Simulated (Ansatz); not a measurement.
System: sum formula TaO$_{2}$Cl, charge 0, multiplicity 1. SMILES: [O]=[Ta](=[O])[Cl]
Geometry: optimised at B3LYP-D3(BJ)/def2-TZVP (Ansatz, an electronic-structure program).

Wanted: atomisation energy (electronic, to ground-state atoms), in kJ/mol. Valence correlation only, unless marked. UHF or UKS for open shells. Spin-orbit coupling is left out. Frozen are the shells of the preceding noble gas and the d and f shells that filled before the atom's block. In def2 rows, elements after Kr have scalar-relativistic effective core potentials. The coupled-cluster limit lacks core correlation, which all-electron functionals hold. CBS marks a two-point X^-3 extrapolation of the correlation energy; Hartree-Fock from the larger set. The bracket is a focal-point correction in the basis named.

| level | program | atomisation energy (kJ/mol) |
|---|---|---|
| BLYP-D3(BJ)/def2-TZVPD | Ansatz + dftd3 | 1939.9 |
| r2SCAN/def2-TZVPD | Ansatz | 1924.9 |

Q: Predict the RI-MP2/CBS(def2-TZVPPD,def2-QZVPPD)+[CCSD(T)-MP2]/def2-TZVPPD result (Ansatz).

A: 1894.5 kJ/mol, so r2SCAN/def2-TZVPD differs from it by 30.4 kJ/mol.
